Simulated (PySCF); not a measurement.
Simulated outer-valence photoelectron spectrum of `[BH3-][P+](F)(F)P`. Method: EOM-IP-CCSD/aug-cc-pVDZ in PySCF, restricted Hartree–Fock reference, frozen core, non-relativistic, gas phase, PBE0-D3(BJ)/def2-SVP geometry.

Each root has a Gaussian of 0.5 eV full width with its one-hole share as area; cross sections and vibrations are left out, and the highest printed point is 100.

ionisation energy (eV), intensity and a bar:
```
     10.0          1 
     10.2          6 ##
     10.4         27 ########
     10.6         53 ################
     10.8         42 #############
     11.0         14 ####
     11.2          8 ##
     11.4         36 ###########
     11.6         92 ############################
     11.8        100 ##############################
     12.0         53 ################
     12.2         43 #############
     12.4         54 ################
     12.6         34 ##########
     12.8          9 ###
     13.0          1 
     13.2          0 
     13.4          1 
     13.6          8 ##
     13.8         32 ##########
     14.0         54 ################
     14.2         47 ##############
     14.4         47 ##############
     14.6         55 ################
     14.8         32 ##########
     15.0          8 ##
     15.2          1 
     15.4          2 #
     15.6         15 ####
     15.8         43 #############
     16.0         51 ###############
     16.2         27 ########
     16.4         19 ######
     16.6         42 #############
     16.8         50 ###############
     17.0         25 ########
     17.2          5 ##
     17.4          0
```

Problem. Where are the maxima, and how many lines lie under the curve?

Solution. 7 maxima, at 10.7, 11.7, 12.4, 14.0, 14.6, 15.9 and 16.7 eV, from 8 lines. At this width some lines have no maximum of their own.

Problem. List the lines with their holes.

Solution. 
```tsv
E (eV)	leading hole (HF orbital)	area	Koopmans (eV)
10.65	HOMO	0.96	11.23
11.69	HOMO-2	0.95	12.58
11.74	HOMO-1	0.95	12.55
12.40	HOMO-3	0.94	13.14
14.01	HOMO-4	0.94	15.30
14.59	HOMO-5	0.94	15.48
15.94	HOMO-6	0.94	18.69
16.74	HOMO-7	0.92	19.28
```

The widest gap, 1.61 eV, lies between 12.40 and 14.01 eV. Only orbitals with −ε under 21 eV, eight at most, were ionised, so the high end of the curve may lack lines.

Conformer computed: `[BH3-:1][P+:2]([F:3])([F:4])[PH2:5]`: H–P5–P2–B1 -47°, H–P5–P2–B1 46°.

One conformer stands for the species.
